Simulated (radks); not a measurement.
The numbers below are computed, except where a source is named.
Species: S+. Configuration: [He] 2s2 2p5.75 3s2 3p3 4p0.25 (fractional occupations, a model configuration).

Code: a radial shooting solver on a logarithmic mesh with Libxc functionals. Model: non-relativistic Kohn-Sham, RPBE, spin-unpolarised, spherical densities, point nucleus.

Energy parts (Ry):
| part | energy |
|---|---|
| total | -792.15383 |
| kinetic | 791.18454 |
| electron-nucleus | -1867.23968 |
| Hartree | 333.68880 |
| exchange-correlation | -49.78749 |

Orbitals (lengths in bohr, moments of r in powers of bohr):
| orbital | occ. | eigenvalue (Ry) | <r> |
|---|---|---|---|
| 1s | 2 | -177.9459 | 0.09725 |
| 2s | 2 | -16.88510 | 0.4776 |
| 2p | 5.75 | -12.93964 | 0.4387 |
| 3s | 2 | -2.19616 | 1.604 |
| 3p | 3 | -1.38531 | 1.828 |
| 4s | 0 | -0.46255 | 4.714 |
| 3d | 0 | -0.38149 | 3.219 |
| 4p | 0.25 | -0.32213 | 5.810 |

The highest occupied level is 4p at -4.383 eV. The configuration is held as typed, so some empty levels lie below it. The electron density at the nucleus is 2682 e/bohr^3. Summed over all electrons, <r^2> = 29.24 bohr^2, which gives a Langevin (diamagnetic) susceptibility term of -23.2 x 10^-6 cm^3/mol. The density falls to 0.001 e/bohr^3 at r = 3.71 bohr. Virial ratio -V/T = 2.00123.
